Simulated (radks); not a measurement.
Charge is removed step by step from the 5s1/2 level of Tb, starting from [Xe] 4f9 6s2. Calculated with a radial shooting solver on a logarithmic mesh with Libxc functionals: Dirac Kohn-Sham, PBE, spin-unpolarised, spherical densities, finite nucleus; open shells are shared between the two j in proportion to 2j + 1; Fermi nuclear charge, rms radius 5.06 fm.

removed (e)	E - E(0) (eV)	eigenvalue (eV)	E minus straight line (eV)
0	0.000	-47.394	0.000
0.25	12.191	-50.165	-1.100
0.5	25.095	-53.085	-1.488
0.75	38.744	-56.124	-1.130
1	53.165	-59.265	0.000

Removing the whole electron costs 53.165 eV by Delta-SCF, against 47.394 eV from minus the eigenvalue at the starting occupation. Slater's transition state (half an electron removed) gives 53.085 eV. Integrating minus the eigenvalue over the occupation (Janak's theorem) gives 53.165 eV. The mean slope of the eigenvalue, de/dn, is 11.9 eV per electron.
